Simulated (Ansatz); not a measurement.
Computed with Ansatz on PBE0-D4/def2-TZVP structures; ΔE is electronic, products minus reactants. CCSD(T)/CBS is the MP2 limit (def2-TZVPP, def2-QZVPP) plus CCSD(T) − MP2 in def2-TZVPP, frozen cores. This one scheme is used for every species. One conformer a species, not always the lowest.

Reaction (ligand exchange at the Si–C bond): `N[SiH](S)CCl` + HCl → `N[SiH](S)Cl` + `CCl`

```tsv
species	CCSD(T)/CBS(def2) energy (Eh)
`N[SiH](S)CCl`	-1243.07202
HCl	-460.38127
`N[SiH](S)Cl`	-1203.86139
`CCl`	-499.63220
```

(1) Work out ΔE.

Largest T1 diagnostic among the species: 0.010.

Answers

(1) ΔE = (-1203.86139) + (-499.63220) − (-1243.07202) − (-460.38127) = -0.04030 Eh = -105.8 kJ/mol.

In def2-TZVPP, CCSD(T) changes the Hartree–Fock value by +22.3 kJ/mol (the triples alone add +2.6 kJ/mol) and MP2 by +18.5 kJ/mol. The D4 term adds +7.8 kJ/mol with B3LYP and +4.6 kJ/mol with PBE0; it sums over pairs of atoms, weighted by their polarisabilities, and B3LYP, whose exchange is more repulsive, gets the larger term.

B3LYP here is the variant with VWN-RPA as its local correlation; programs differ in this.
